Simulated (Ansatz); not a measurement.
Basis-set extrapolation for `OB1[SiH2]C1[SiH3]` (PBE0-D4/def2-TZVP geometry, frozen core, the Gaussian-basis code of Ansatz). Multiplicity 1, RHF reference.

```csv
,def2-TZVPP,def2-QZVPP
HF,-719.429320,-719.453670
MP2 correlation,-0.753444,-0.807521
CCSD(T) correlation,-0.838461,not run
```

Energies in hartree. Use E(X) = E(∞) + A·exp(−7.88·√X) for Hartree–Fock and E(X) = E(∞) + B·X^(−2.97) for correlation, with X = 3 and 4, and add CCSD(T) minus MP2 of the smaller set to the MP2 limit.

Question: What is the CCSD(T) energy at the basis-set limit?

Answer: HF limit: -719.453670 + (-0.024350) × 0.13774 = -719.45702. MP2 limit: -0.807521 + (-0.054077) × 0.74074 = -0.84758. Higher-order term: -0.838461 − (-0.753444) = -0.08502. Total: -720.38962 hartree, 3.32 eV below CCSD(T)/def2-TZVPP.
